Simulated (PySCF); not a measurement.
Cartesian coordinates (Å):
```xyz
3

Ga    -0.3614     0.6357     0.0000
Br     1.8356    -0.1262     0.0000
H     -1.4889    -0.5040     0.0000
```
Charge 0, spin multiplicity 2.

Question: Predict the dipole moment, total energy and highest occupied spin orbital from PySCF with PBE-D3(BJ)/def2-TZVP // TPSSh-D3(BJ)/def2-TZVP.

Answer: 
```
Property                              Result
-----------------------------  -------------
dipole moment                         1.74 D
total energy                   -4498.9447 Ha
highest occupied spin orbital       -5.25 eV
```
